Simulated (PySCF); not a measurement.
**Correlation energy of Fe (iron, neutral)**

[Ar] 3d8, high-spin 3F determinant (an excited configuration). Computed with PySCF 2.14 in x2c-TZVPPall with one added diffuse shell each of s, p, d, f type (7s6p5d3f1g, 80 functions), with scalar relativity by spin-free X2C-1e. Frozen: [Ne]; 16 electrons correlated.

```tsv
level	correlation energy (mhartree)
CCSD	-623.91
(T)	-30.13
CCSD(T)	-654.04
```

Diagnostics: T1 = 0.029, D1 = 0.0697, largest double amplitude 0.029.

Cost of the coupled-cluster step: roughly 60 core-seconds, for 16 correlated electrons.

This basis was not built for core-valence correlation, so the inner-shell part is incomplete.
